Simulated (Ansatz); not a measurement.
`CCC[CH](Cl)[InH2]` + CH₃OH → `C[O][InH2]` + `CCCCCl`  (ligand exchange at the In–C bond)

Program: Ansatz. Geometries: PBE0-D4/def2-TZVP. ΔE: electronic, gas phase. CCSD(T)/CBS is the MP2 limit (def2-TZVPP, def2-QZVPP) plus CCSD(T) − MP2 in def2-TZVPP, frozen cores. This one scheme is used for every species. DFT in def2-TZVPP. Elements past krypton have def2 core potentials. For In outer-core shells are correlated without core-valence functions, which leaves a few kJ/mol of doubt a bond. One conformer a species, not always the lowest.

CCSD(T)/CBS gives -56.0 kJ/mol.

(1) Another level gave -62.4 kJ/mol. Which?
A. SCS-MP2/def2-TZVPP
B. B97M-V/def2-TZVPP
C. CAM-B3LYP/def2-TZVPP
D. MP2/def2-TZVPP

Largest T1 diagnostic among the species: 0.017.

Results:

(1) A. SCS-MP2/def2-TZVPP -62.4, MP2/def2-TZVPP -55.8, B97M-V -71.5, CAM-B3LYP -77.5 kJ/mol.

From r2SCAN to r2SCAN0 (25 % exact exchange), in def2-TZVPP and without D4, ΔE moves by +3.6 kJ/mol. At CCSD(T), def2-SVP lies −10.8 kJ/mol from the extrapolated value and def2-TZVPP −2.6 kJ/mol.
